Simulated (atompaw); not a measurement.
**Reading a pseudo-wave (Rh)**

Columns: radius, all-electron u(r) and pseudo u(r) of the 5s shell (level -4.63 eV) of rhodium in the configuration [Ar] 3d10 4s2 4p6 4d8 5s0.75 5p0.25; PBE, scalar-relativistic, PAW (atompaw) scheme, atompaw 4.2.0.5.

```csv
r (bohr),all-electron,pseudo
0.088,-0.1114,-0.1611
0.177,0.0301,-0.3117
0.265,0.1648,-0.4374
0.354,0.1354,-0.5325
0.442,0.0155,-0.5896
0.531,-0.1159,-0.6081
0.619,-0.2128,-0.5895
0.708,-0.2637,-0.5380
0.796,-0.2698,-0.4620
0.885,-0.2399,-0.3676
0.973,-0.1852,-0.2652
1.062,-0.1143,-0.1596
1.150,-0.0363,-0.0588
1.238,0.0438,0.0351
1.327,0.1230,0.1210
1.415,0.1968,0.1971
1.504,0.2655,0.2659
1.592,0.3267,0.3268
1.681,0.3816,0.3816
1.769,0.4289,0.4289
1.858,0.4700,0.4700
1.946,0.5043,0.5043
2.035,0.5332,0.5332
2.123,0.5563,0.5563
2.212,0.5748,0.5748
2.300,0.5888,0.5888
```

**Question.** How many radial nodes do the two functions have?

**Answer.** The all-electron 5s function has n − l − 1 = 4 (the table is too coarse to show those close to the nucleus); the pseudo-wave has 1, since 1 lower shell of the same l stays in the valence.

**Question.** At about which radius was the pseudo-wave matched?

**Answer.** 1.65 bohr. The columns agree to 0.0005 from 1.42 bohr on; several derivatives are matched, so the curves merge somewhat inside the radius.

**Question.** Is the pseudo-wave norm-conserving?

**Answer.** No, it belongs to a PAW set: the norm inside the radius is not constrained, and the difference is carried by the augmentation charge.
